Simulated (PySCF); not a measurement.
## Unknown compound

The spectra below were simulated for a compound C₇H₁₃FOSi.

1H NMR (500 MHz, computed): δ 4.02 (s, 3H), 1.59 (m, 1H), 1.58 (m, 1H), 1.16 (m, 1H), 1.14 (d, 3H), 1.12 (m, 1H), 1.06 (d, 3H).

13C{1H} NMR (computed): δ 176.6 (C), 41.0 (CH), 33.3 (CH), 24.5 (CH3), 24.4 (CH3), 23.3 (CH2), 13.6 (C).

Method: NMR shieldings at PBE0/pcSseg-1/GIAO, geometry from GFN2-xTB, in PySCF 2.14 (no solvent, single conformer, no relativistic terms, equivalent nuclei averaged).

δ = σ(ref) − σ, references computed at the same level: 1H and 13C against TMS.

Question: Propose a structure and justify it.

Answer: 
1. The formula gives 2 degrees of unsaturation (1 ring in the answer).
2. 7 carbon signals for 7 carbons: no two carbons are equivalent.
3. Carbon types of the structure: 2 × C, 2 × CH, 1 × CH2, 2 × CH3, leaving 3 H on heteroatoms.
4. δC 176.6: carbonyl carbon.
5. δC 41.0, 23.3, 13.6: three-membered-ring carbon.
6. δC 33.3: sp3 CH; aliphatic region, no heteroatom directly attached.
7. δC 24.5, 24.4: methyl carbon; aliphatic region, no heteroatom directly attached.
8. δH 1.59: hydrogen on an sp3 CH; far from electronegative atoms and π systems.
9. δH 1.58, 1.16, 1.12: hydrogen on a three-membered-ring carbon; cyclopropane-type protons are shielded by the ring.
10. δH 1.14, 1.06: hydrogen on a methyl carbon; far from electronegative atoms and π systems.

Structure: `InChI=1S/C7H13FOSi/c1-4(2)5-3-7(5,10)6(8)9/h4-5H,3H2,1-2,10H3/t5-,7+/m0/s1`.

The data come from this structure; uniqueness wasn't tested.

Splittings by 19F in the carbon and heteronuclear signals aren't shown, as no couplings were computed. Shifts are as computed. Against solution values, carbons near 30 ppm lie about +3 ppm off and those near 130 ppm about +5 ppm. Of 1211 compounds with measured shifts, 218 miss one by over three times the rms of a fit or turn the order of signals round; such compounds aren't used in these exercises. No couplings were computed; multiplicities are counted from neighbouring protons, with m where these are inequivalent, close in shift, in a saturated or five-membered ring or joined by F or P, and br s for small geminal =CH2 splittings.
